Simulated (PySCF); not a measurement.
Computed shifts of a molecule CH₉ClOSi₃, PBE/pcSseg-1 in PySCF, GIAO, gas phase, atoms alike by connectivity averaged where their shifts nearly agree, in ppm (number of nuclei): ¹³C: 59.0 (1). ²⁹Si: -4.6 (1), -29.4 (1), -115.9 (1). ¹H: 6.03 (1), 5.82 (1), 5.64 (1), 4.00 (3), 3.85 (3). References: ¹³C against TMS (σ = 182.0 ppm); ¹⁷O against H2O (σ = 334.3 ppm); ²⁹Si against TMS (σ = 335.4 ppm); ³⁵Cl against HCl (σ = 936.5 ppm); ¹H against TMS (σ = 31.49 ppm), references at their B3LYP-D3(BJ)/def2-TZVP geometries, non-relativistic (without spin–orbit terms, shifts of atoms bonded to Cl or Br come out too high). Geometry optimised at B3LYP-D3(BJ)/def2-SVP. Other conformers were not sampled.

Question: Which molecule gave these data?
(A) C[Si@H]([SiH3])O[SiH2]Cl
(B) C[Si@@H](Cl)[SiH2][SiH2]O
(C) CO[Si@H]([SiH3])[SiH2]Cl
(D) C[SiH2][Si@H](Cl)[SiH2]O

Answer: C, CO[Si@H]([SiH3])[SiH2]Cl
